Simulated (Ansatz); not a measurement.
Two isomers of C2H10N2Si: A = `CN[SiH](C)N`, B = `NCC[SiH2]N`.

Computed with Ansatz on PBE0-D4/def2-TZVP structures; ΔE is electronic, products minus reactants. CCSD(T)/CBS is the MP2 limit (def2-TZVPP, def2-QZVPP) plus CCSD(T) − MP2 in def2-TZVPP, frozen cores. Functionals use def2-TZVPP. B3LYP here is the variant with VWN-RPA as its local correlation; programs differ in this. One conformer a species, not always the lowest.

Q: Which isomer does CCSD(T)/CBS put lower? Give the gap. (Estimate.)

A: Computed: A, by 26.6 kcal/mol.

Q: Give E(B) − E(A) in kcal/mol with PBE-D4, PBE0-D4, CCSD(T)/def2-TZVPP, HF/def2-TZVPP, B3LYP, MP2/def2-TZVPP, r2SCAN-D4. (Best estimate.)

A: Ansatz gave: PBE-D4 25.5, PBE0-D4 26.1, CCSD(T)/def2-TZVPP 26.2, HF/def2-TZVPP 27.2, B3LYP 26.8, MP2/def2-TZVPP 27.1, r2SCAN-D4 27.4. None reverses the order clearly.

Largest T1 diagnostic: 0.010.

The D4 term adds +0.7 kcal/mol with B3LYP and +0.4 kcal/mol with PBE0; it sums over pairs of atoms, weighted by their polarisabilities, and B3LYP, whose exchange is more repulsive, gets the larger term.
